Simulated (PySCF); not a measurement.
Zn⁺ (zinc, charge +1): UHF calculation

Configuration: [Ar] 3d9 4s2, 2D determinant (an excited configuration). Calculation: PySCF 2.14, in aug-cc-pVDZ-DK (7s6p4d2f, 59 functions); scalar relativity by spin-free X2C-1e.

- Total energy: -1793.727549 hartree
- One-electron energy: -2485.8266 hartree
- Hartree (Coulomb) energy: 762.1482 hartree
- Exchange energy: -70.0491 hartree
- ⟨S²⟩: 0.7511
- ⟨L²⟩: 6.012
- Sum of ⟨r⟩: 19.55 bohr
- Sum of ⟨r²⟩: 25.92 bohr²
- Traceless quadrupole moment −½Σ⟨3z² − r²⟩ along its main axis: -0.147 e·bohr²
- Langevin diamagnetic susceptibility: -20.5 ×10⁻⁶ cm³/mol

| shell | electrons | mean orbital energy (eV) | spread (eV) | rms radius, mean of both spins (bohr) |
| --- | --- | --- | --- | --- |
| 1s α | 1 | -9747.4 | 0 | 0.0580 |
| 1s β | 1 | -9747.4 | 0 | 0.0580 |
| 2s α | 1 | -1253.0 | 0 | 0.244 |
| 2s β | 1 | -1251.8 | 0 | 0.244 |
| 2p α | 3 | -1084.4 | 1.371 | 0.219 |
| 2p β | 3 | -1083.1 | 0.039 | 0.219 |
| 3s α | 1 | -177.34 | 0 | 0.726 |
| 3s β | 1 | -174.26 | 0 | 0.726 |
| 3p α | 3 | -124.80 | 2.636 | 0.768 |
| 3p β | 3 | -121.14 | 1.688 | 0.768 |
| 3d α | 5 | -39.476 | 3.144 | 0.932 |
| 3d β | 4 | -37.690 | 2.460 | 0.932 |
| 4s α | 1 | -18.668 | 0 | 2.56 |
| 4s β | 1 | -18.417 | 0 | 2.56 |

Densities and radii are taken from the X2C orbitals without a picture-change correction, which distorts them close to the nucleus.

Spin-orbit constants ζ (cm⁻¹) from the X2C one-electron operator on these orbitals: bare nucleus, nucleus screened by l(l+1)(2l+1)/3 electrons, and screened by the Breit-Pauli mean field of the electrons.

| shell | bare | screened nucleus | mean field |
| --- | --- | --- | --- |
| 2p | 133800 | 124900 | 120900 |
| 3p | 17170 | 16030 | 15410 |
| 3d | 1824 | 1216 | 1117 |

To first order the Landé constant is A = -1117 cm⁻¹, so the lowest level has J = 5/2 and lies 0.138 eV below the centre of the term.
